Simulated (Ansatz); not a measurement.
Species: CH₄BO₃, charge 0, multiplicity 2. It need not be the lowest isomer of its formula. SMILES: COB([O])O
Geometry from a B3LYP-D3(BJ)/def2-TZVP (Ansatz, an electronic-structure program) optimisation:
```
O
B 1 1.3509
O 2 1.3740 1 119.63
O 2 1.3742 1 122.61 3 180.00
H 4 0.9626 2 114.97 1 180.00
C 1 1.4283 2 120.66 3 -180.00
H 6 1.0879 1 106.97 2 -180.00
H 6 1.0911 7 109.48 1 120.28
H 6 1.0911 7 109.48 8 119.43
```
Charge 0, spin multiplicity 2.

Atomisation energy built up term by term with Ansatz (kcal/mol; UHF references for open shells; valence terms freeze the core; atomic spin-orbit terms are left out). Basis-set limits of correlation are two-point, X^-3; Hartree-Fock from the larger set.

| term | basis | kcal/mol |
|---|---|---|
| Hartree-Fock | cc-pVQZ | 648.44 |
| CCSD correlation | CBS(cc-pVTZ,cc-pVQZ) | [?] |
| (T) | CBS(cc-pVTZ,cc-pVQZ) | [?] |
| core correlation | cc-pwCVTZ | 3.50 |
| scalar relativity (X2C) | cc-pVTZ-DK against cc-pVTZ | -0.99 |
| sum: De |  | [?] |

### Question
Complete the blanks.

### Answer

- CCSD correlation, kcal/mol: 223.53
- (T), kcal/mol: 15.51
- sum: De, kcal/mol: 890.0
